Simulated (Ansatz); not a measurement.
Ansatz (a first-principles code) input (MP2/LANL2DZ): The .json file is the Basis Set Exchange's LANL2DZ.

Ansatz 0.2 input:
```yaml
crystal:
  periodic: [false, false, false]
  atoms:
    - {symbol: Pd, position_ang: [0.00000000, 0.00000000, 0.00000000]}
basis:
  gaussian:
    orbitals: LANL2DZ.json
magnetization: {spin_polarized: false}
correlation: {method: mp2, electrons: outside_noble_gas}
scf: {lower_state_search: full}
```

From the last part of the output:

```
Functional definition: HF
integrals: 0.00 GiB planned
131 factors; integrals over basis functions are off by at most 2.5e-4 eV
mean field: 0.04 GiB planned
mean field evaluation 1: about -3420.2215 eV, gradient 4.3e1 eV
mean field evaluation 2: about -3420.2215 eV, gradient 4.3e1 eV
mean field evaluation 4: about -3424.9596 eV, gradient 6.4e-1 eV
mean field evaluation 8: about -3424.9569 eV, gradient 1.1e-4 eV
mean field evaluation 16: about -3419.7233 eV, gradient 3.6e-4 eV
mean field evaluation 32: about -3424.9072 eV, gradient 1.7e0 eV
mean field evaluation 64: about -3419.7233 eV, gradient 4.5e-2 eV
mean field -3424.95687243 eV, -125.8648435426 hartree, gradient 9.5e-7 eV, S^2 0.000000; 6 other end points of the search recorded, 0 dependent functions left out
4 core orbitals not correlated
reference -3424.95687243 eV, -125.8648435426 hartree; 5, 5 occupied and 13, 13 virtual orbitals, 131 factors
second order -2.21940362 eV of doubles, -0.00000000 eV of singles
Total energy: -3427.17627605 eV, -125.9464051213 hartree
```
